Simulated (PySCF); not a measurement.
# How the method changes the constants of NaPb

State: ⁴Σ⁻ (quartet), unpaired electrons σ ↑, π ↑↑. Set-up: basis Na cc-pVDZ, Pb cc-pVDZ-PP with ECP60; scalar-relativistic core potentials; PySCF 2.14. De refers to Na + Pb in their high-spin ground configurations, without counterpoise correction. The functionals are run spin-unrestricted. A positive dipole means Na(−)Pb(+).

| Level | Re (Å) | ωe (cm⁻¹) | De (eV) | μ (D) |
| --- | --- | --- | --- | --- |
| UHF | 3.023 | 163 | 0.68 | -7.63 |
| UHF-MP2 | 2.999 | 174 | 1.06 | n/a |
| UHF-SCS-MP2 | 3.003 | 172 | 0.92 | n/a |
| UHF-CCSD | 3.008 | 171 | 1.03 | n/a |
| UHF-CCSD(T) | 3.008 | 172 | 1.05 | n/a |
| PBE | 3.000 | 159 | 1.07 | -5.73 |
| PBEsol | 2.974 | 164 | 1.20 | -5.97 |
| r²SCAN | 2.965 | 169 | 1.22 | -6.64 |
| TPSSh | 2.986 | 165 | 1.11 | -6.44 |
| PBE0 | 2.975 | 166 | 1.06 | -6.38 |
| M06-2X | 2.897 | 190 | 1.05 | -7.29 |
| CAM-B3LYP | 2.949 | 168 | 0.89 | -6.42 |

(1) Which functional lies closest to UHF-CCSD(T) in De, which farthest, and by how much do they differ from it?

(2) What does a quarter of exact exchange do here, going from PBE to PBE0?

(3) What does the step from GGA to meta-GGA do here, going from PBE to r²SCAN?

Correlated steps freeze 5 core orbitals. Correlated levels converge slowly with the basis: in double zeta they bind strong bonds too weakly, by up to about 1 eV, and carry superposition errors of some tenths. Spin–orbit coupling is left out, which matters for elements this heavy, above all for dissociation energies. The state is the lowest determinant that a PBE0 search found; another state may lie lower at other levels.

Results:

(1) Closest is M06-2X (-11.1 pm in Re, +10.5 % in ωe, +0.00 eV in De against UHF-CCSD(T) in the same basis), farthest r²SCAN (-4.3 pm in Re, -1.7 % in ωe, +0.17 eV in De). CCSD(T) converges more slowly with the basis than the functionals do and binds too weakly in this one, so the order can change at the basis-set limit.

(2) PBE0 less PBE: -2.5 pm in Re, +4.4 % in ωe, -0.01 eV in De. Exact exchange removes part of the self-interaction that spreads semilocal densities, and in most molecules shortens and stiffens the bond and lowers De; so it does here.

(3) r²SCAN less PBE: -3.5 pm in Re, +6.3 % in ωe, +0.15 eV in De.
